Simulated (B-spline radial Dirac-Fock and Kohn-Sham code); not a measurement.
## Electron momentum distribution of Ga³⁺: Compton profiles

System: the Ga³⁺ ion, configuration [Ar] 3d10.

Input of the calculation (task.json; shells as n, l, electrons):

```json
{"items": [{
  "Z": 31,
  "q": 3,
  "cfg": [[1, 0, 2], [2, 0, 2], [2, 1, 6], [3, 0, 2], [3, 1, 6], [3, 2, 10]],
  "A": 69,
  "rrms": 3.9973,
  "do": ["scatter"],
  "s": [0.0, 0.05, 0.1, 0.15, 0.2, 0.25, 0.3, 0.35, 0.4, 0.45, 0.5, 0.6, 0.7, 0.8, 0.9, 1.0, 1.1, 1.2, 1.4, 1.6, 1.8, 2.0, 2.5, 3.0, 3.5, 4.0, 5.0, 6.0],
  "pz": [0, 0.1, 0.2, 0.3, 0.4, 0.5, 0.6, 0.8, 1.0, 1.2, 1.4, 1.6, 1.8, 2.0, 2.5, 3.0, 4.0, 5.0, 7.0, 10.0, 15.0, 20.0, 30.0, 40.0, 60.0, 100.0],
  "hv_scatter": [1000, 2000, 5000, 8047.8, 20000, 50000, 100000, 1000000]
}]}
```

Command: `python xray_run.py task.json out`

The computed values come from an atomic code on a B-spline grid: the impulse approximation on Dirac-Fock densities. pz is in atomic units of momentum; subshell profiles are per electron, for a selection of subshells; open shells are spread over both j values by their weights.

```tsv
pz	J total	J 1s1/2	J 2p3/2	J 3s1/2	J 3d5/2
1.2	3.262	0.0274	0.0526	0.171	0.139
1.4	3.118	0.0273	0.0526	0.143	0.135
1.6	2.950	0.0273	0.0525	0.118	0.130
1.8	2.765	0.0272	0.0525	0.0949	0.123
2	2.569	0.0271	0.0523	0.0751	0.115
2.5	2.080	0.0269	0.0519	0.0401	0.0941
3	1.650	0.0267	0.0512	0.0224	0.0738
4	1.049	0.0261	0.0488	0.0137	0.0427
5	0.7145	0.0254	0.0450	0.0134	0.0239
7	0.4009	0.0235	0.0349	0.00821	0.00747
10	0.2036	0.0202	0.0198	0.00172	0.00142
15	0.07890	0.0144	0.00608	0.000336	0.000125
20	0.03665	0.00952	0.00180	0.000302	1.64e-05
30	0.01072	0.00377	0.000203	0.000116	< 1e-6
40	0.003797	0.00149	3.33e-05	3.85e-05	< 1e-6
60	0.0006761	0.000286	2.05e-06	5.81e-06	< 1e-6
100	5.683e-05	2.49e-05	< 1e-6	< 1e-6	< 1e-6
```

Question: What is the peak value J(0), and which subshell contributes most to it?

Answer: J(0) = 3.611. The 3d5/2 subshell gives the largest part, 24 %.

Mean momentum ⟨p⟩ by subshell (a.u.): 1s1/2 26.7, 2s1/2 9.04, 2p1/2 12.2, 2p3/2 12.0, 3s1/2 3.71, 3p1/2 4.36, 3p3/2 4.29, 3d3/2 4.54, 3d5/2 4.51.
